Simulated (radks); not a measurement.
Results of a calculation; reference values are marked as such.
Problem. Species: Co. Configuration: [Ar] 3d7 4s2. Level of theory: non-relativistic Kohn-Sham, PBE, spin-polarised, spherical densities, point nucleus; open shells are filled with parallel spins first; hard spherical wall at 3 bohr (a radial shooting solver on a logarithmic mesh with Libxc functionals). Some entries of the table are withheld. Estimate them.

orbital  occ.  eigenvalue (eV)  <1/r> (bohr^-1)  <r^2> (bohr^2)
1s down     1        -7500.807            26.51        0.004342
1s up       1        -7500.804            26.51        0.004342
2s up       1        -869.0391            5.703         0.07905
2s down     1        -867.4928            5.710         0.07886
2p up       3        -752.4047            5.659         0.06291
2p down     3        -751.2565            5.665         0.06272
3s up       1         -88.3144            1.795          0.7172
3s down     1         -85.0813            1.788          0.7223
3p up       3         -53.6760            1.664          0.8089
3p down     3         -50.5123            1.655          0.8191
3d up       5           2.7958            1.316           1.228
3d down     2           5.6801            1.293           1.285
4s up       1          14.6247           0.7415           3.460
4s down     1          15.8484           0.7369           3.489
4p up       0          25.3989           0.7455           3.591
4p down     0          26.5845           0.7435           3.614
4d up       0          46.0849           0.8477           3.480
4d down     0          47.5061           0.8609           3.460
5s up       0          92.6557           0.8934             (1)
5s down     0          94.1747           0.8941             (2)

Solution. 
(1) 5s up <r^2> (bohr^2): 3.625
(2) 5s down <r^2> (bohr^2): 3.616
